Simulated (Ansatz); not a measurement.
(AuH)n off (charge +1): gap (eV) at several levels, gas phase, relaxed structures; Ansatz. Clusters are the lowest isomers that short searches found in that spin, judged at the geometry's level. Core potentials for Au in the def2 sets, no spin–orbit coupling. HOMO and LUMO are taken over both spins. Singlets are spin-restricted. A dash marks a value that wasn't run or was left out as unsound. The structures are stationary points that may keep the symmetry of their start.

```tsv
species	state	geometry	PBE-D4/def2-SVP	r2SCAN-D4/def2-TZVP	PBE0-D4/def2-SVP	r2SCAN0-D4/def2-TZVP	LC-ωPBE/def2-TZVP
HAu2⁺	singlet	PBE-D4/def2-TZVP	2.83	3.20	4.98	5.23	–
H2Au2⁺	doublet	PBE-D4/def2-TZVP	0.56	0.99	2.48	2.84	7.11
H2Au3⁺	singlet	PBE-D4/def2-TZVP	2.94	3.32	5.00	–	9.73
H3Au3⁺	doublet	PBE0-D4/def2-TZVP	0.59	1.03	2.56	2.96	7.49
```

Task: Estimate the column for PBE-D4/def2-TZVP.

Result: HAu2⁺ 2.80; H2Au2⁺ 0.57; H2Au3⁺ 2.90; H3Au3⁺ 0.61.
